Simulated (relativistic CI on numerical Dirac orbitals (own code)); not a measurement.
**Pb54+: sensitivity of the levels to the model**

Base calculation: Dirac-Coulomb-Breit CI, KLI orbitals optimised for each configuration, a model potential for QED, unscaled Slater integrals.

Configurations in the expansion (outside the closed core [Ne]): 3s2.3p6.3d10, 3s2.3p6.3d9.4s, 3s2.3p6.3d9.4p, 3s2.3p6.3d9.4d, 3s2.3p5.3d10.4s, 3s2.3p6.3d9.4f, 3s2.3p5.3d10.4p, 3s2.3p6.3d8.4s2, 3s2.3p5.3d10.4d, 3s2.3p6.3d8.4s.4p, 3s.3p6.3d10.4s, 3s2.3p6.3d9.5s, 3s2.3p5.3d10.4f, 3s2.3p6.3d8.4p2, 3s2.3p6.3d8.4s.4d, 3s2.3p6.3d9.5p, 3s.3p6.3d10.4p, 3s2.3p5.3d9.4s2, 3s2.3p6.3d8.4p.4d, 3s2.3p6.3d9.5d, 3s2.3p6.3d9.5f, 3s2.3p5.3d9.4s.4p, 3s2.3p6.3d9.5g, 3s.3p6.3d10.4d, 3s2.3p6.3d8.4d2, 3s2.3p5.3d9.4p2, 3s2.3p5.3d9.4s.4d, 3s.3p6.3d10.4f, 3s.3p6.3d9.4s2, 3s2.3p5.3d10.5s, 3s2.3p6.3d9.6s, 3s2.3p4.3d10.4s2, 3s2.3p5.3d9.4p.4d, 3s2.3p6.3d9.6p, 3s2.3p5.3d10.5p, 3s2.3p6.3d9.6d. Levels of other configurations are missing.

Variants: (1) QED terms removed. Shifts of the energy above 3s2.3p6.3d10 1S_0, in eV, for the lowest level and the first level of each name with at least 55 % of one term (blank where a level changes its place among those of its configuration and J or its character, or is not in the variant):

| Level | Base | Δ(1) |
| --- | --- | --- |
| 3s2.3p6.3d10 1S_0 | 0.00 | 0.00 |
| 3s2.3p6.3d9.4s 3D_3 | 2044.63 | -2.38 |
| 3s2.3p6.3d9.4s 1D_2 | 2046.84 | -2.39 |
| 3s2.3p6.3d9.4s 3D_1 | 2154.00 | -2.66 |
| 3s2.3p6.3d9.4s 3D_2 | 2155.36 | -2.66 |
| 3s2.3p6.3d9.4p 3F°_2 | 2270.56 | -0.59 |
| 3s2.3p6.3d9.4p 3F°_4 | 2338.42 | -0.46 |
| 3s2.3p6.3d9.4p 1P°_1 | 2341.92 | -0.46 |
| 3s2.3p6.3d9.4p 3D°_3 | 2344.44 | -0.46 |
| 3s2.3p6.3d9.4p 3P°_0 | 2444.11 | -0.73 |
| 3s2.3p6.3d9.4d 1P_1 | 2546.82 | -0.12 |
| 3s2.3p6.3d9.4d 3G_5 | 2548.82 | -0.12 |
| 3s2.3p6.3d9.4d 3D_3 | 2553.55 | -0.12 |
| 3s2.3p6.3d9.4d 3F_4 | 2555.75 | -0.12 |
| 3s2.3p6.3d9.4d 3P_0 | 2576.81 | -0.15 |
| 3s2.3p5.3d10.4s 3P°_2 | 2599.26 | -1.43 |
| 3s2.3p5.3d10.4s 1P°_1 | 2603.14 | -1.42 |
| 3s2.3p6.3d9.4d 3G_3 | 2621.38 | -0.30 |
| 3s2.3p6.3d9.4d 3F_2 | 2628.19 | -0.30 |
| 3s2.3p6.3d9.4d 1S_0 | 2668.13 | -0.25 |
| 3s2.3p6.3d9.4f 3P°_0 | 2723.35 | -0.05 |
| 3s2.3p6.3d9.4f 3P°_1 | 2727.19 | -0.06 |

At this charge energies of transitions that change n are usually good to better than 1 %, and those within a shell (Δn = 0) to a few per cent.

Ionisation energy from the two ground configurations alone: base 5414.5 eV. The NIST ASD value (theoretical) is 5414 eV.

LS names give the leading component of a level, which can be under half, so a name can repeat, a term be missing and a line seem to break the LS rules.
